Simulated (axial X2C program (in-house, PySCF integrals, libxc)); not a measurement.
## Worked dissociation energy of TiSe⁺: CCSD(T), scalar-relativistic

All values were computed with an in-house relativistic program for diatomic molecules. Spin-free means the one-electron spin-free X2C Hamiltonian. Basis: Se dyall-cv3z [8s9p6d4f1g], Ti dyall-cv3z [10s10p6d4f2g] (cores contracted in-house); Gaussian nuclei, density fitting, unrestricted open shells. Masses: Se 79.917 u, Ti 47.948 u.

Molecular state: M_S = 1/2, Λ = 2 (beyond evenly filled blocks: δ+α).

Correlated methods: 9 electrons correlated (number of frozen shells: Se 3 s, 2 p, 1 d; Ti 3 s, 2 p), 297 virtual spin orbitals or spinors in MP2, 90 natural virtuals in coupled cluster.

```
E(Se) (2M_S = 2, M_L = 0)  : -2428.272833 hartree
E(Ti+) (2M_S = 3, M_L = 2) : -852.569900 hartree
E(TiSe⁺) at Re             : -3280.955540 hartree
ωe                         : 366.1 cm⁻¹
ωexe                       : 2.17 cm⁻¹
```

(1) Work out De and D0.

The state is one determinant whose occupation by symmetry is held fixed; it was picked as the lowest of a PBE0 search that is not exhaustive. De is counted from the lowest determinant-based energies of the atoms at the same level, without counterpoise correction. CCSD and (T) use frozen natural virtuals with an MP2 correction for the truncation; (T) itself is uncorrected, so its De runs slightly low. The outer-core s and p shells of the metal are frozen in the correlated rows, which leaves out core–valence correlation; for alkali and alkaline-earth bonds that tends to lengthen them. The determinant is spin-polarised beyond a pure state at some levels (its spin-free form has ⟨S²⟩ too high), which makes Re and μ there less reliable. The T1 diagnostic is large, a sign of multireference character. With the outer-core shells frozen, correlated bond lengths of heavy atoms tend to come out a few hundredths of an ångström too long. Spin-free De lacks the spin–orbit lowering of the heavy p-block atom, a tenth of an eV or more for 4p and 5p, up to an eV for 6p and one to two eV for 7p atoms, less what an open-shell molecule gains itself.

The levels of this run spread widely (ωe from 331 to 436 cm⁻¹), so these constants depend on the method.

Each atomic determinant is the lowest at this level and need not be a pure term. Totals compare only within one Hamiltonian and basis.

Results:

(1) De = -2428.272833 + (-852.569900) − (-3280.955540) = 0.11281 hartree = 3.070 eV. The zero-point energy is ωe/2 − ωexe/4 = 182 cm⁻¹ = 0.023 eV, so D0 = 3.047 eV.
